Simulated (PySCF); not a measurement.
## Correlation energy of I (iodine, neutral)

[Kr] 4d10 5s2 5p5, 2P determinant. All numbers are calculated (PySCF 2.14, scalar relativity by spin-free X2C-1e, in x2c-SVPall (6s5p3d, 36 functions)). Frozen: [Kr] 4d10; 7 electrons correlated.

MP2 pair energies summed by pair of shells (mhartree):

```json
{"pair": "5p-5p", "energy": "-51.76", "share (%)": "68.8"}
{"pair": "5s-5p", "energy": "-19.45", "share (%)": "25.9"}
{"pair": "5s-5s", "energy": "-4.00", "share (%)": "5.3"}
```

Total MP2 correlation energy: -75.21 mhartree.

Same-spin part -19.46 and opposite-spin part -55.75 mhartree; SCS-MP2 scales them by 1/3 and 6/5 to -73.39 mhartree.

```csv
level,correlation energy (mhartree)
CCSD,-87.54
(T),-0.75
CCSD(T),-88.29
```

Diagnostics: T1 = 0.0060, D1 = 0.0188, largest double amplitude 0.052.

**Question.** Is a single reference adequate?

**Answer.** Yes, within this model without spin-orbit coupling: T1 lies below 0.03 and no double amplitude reaches 0.07.
